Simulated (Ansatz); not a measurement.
Input file for Ansatz (a first-principles code): R-BLYP/def2-TZVPP on BClH2OSe (SMILES OB(Cl)[SeH]), a point of a torsion scan.

Ansatz 0.2 input:
```yaml
crystal:
  periodic: [false, false, false]
  atoms:
    - {symbol: O, position_ang: [-0.84340474, -0.94647999, -0.05529608]}
    - {symbol: B, position_ang: [-0.19635873, 0.02834303, 0.57010093]}
    - {symbol: Cl, position_ang: [1.19482907, 0.69876028, -0.18671166]}
    - {symbol: Se, position_ang: [-0.70113448, 0.77749038, 2.30748770]}
    - {symbol: H, position_ang: [-1.62386290, -1.35489906, 0.32151196]}
    - {symbol: H, position_ang: [-1.86569454, -0.04996910, 2.55030537]}
basis:
  gaussian:
    orbitals: def2-TZVPP
hamiltonian:
  xc: {name: BLYP}
scf: {lower_state_search: off}
```

It printed:

```
WARN ansatz: RAYON_NUM_THREADS=1 ignored (pool sized by the plan → 1); use --threads N
Functional definition: BLYP
these checks for a lower state are left out or cut short: stability, starts, cluster_reference, orbital_swaps, neighbouring_geometries, increment
integrals: 0.10 GiB planned
1119 factors; their error is unknown
mean field: 0.66 GiB planned
mean field evaluation 1: about -80625.6445 eV, gradient 6.6e1 eV
mean field evaluation 2: about -80584.8243 eV, gradient 1.5e2 eV
mean field evaluation 4: about -80632.8097 eV, gradient 1.2e1 eV
mean field evaluation 8: about -80633.1461 eV, gradient 7.2e-2 eV
mean field evaluation 16: about -80633.1080 eV, gradient 3.7e-5 eV
mean field -80633.10797086 eV, -2963.2120628457 hartree, gradient 2.2e-6 eV, S^2 0.000000; 0 other end points of the search recorded, 0 dependent functions left out
reference -80633.10828505 eV, -2963.2120743920 hartree; 33, 33 occupied and 147, 147 virtual orbitals, 1119 factors
Total energy: -80633.10828505 eV, -2963.2120743920 hartree
Checks for a lower state left out: stability, starts, cluster_reference, orbital_swaps, neighbouring_geometries, increment
```

The run converged.

Cost: around 1.9 core-seconds (rough).
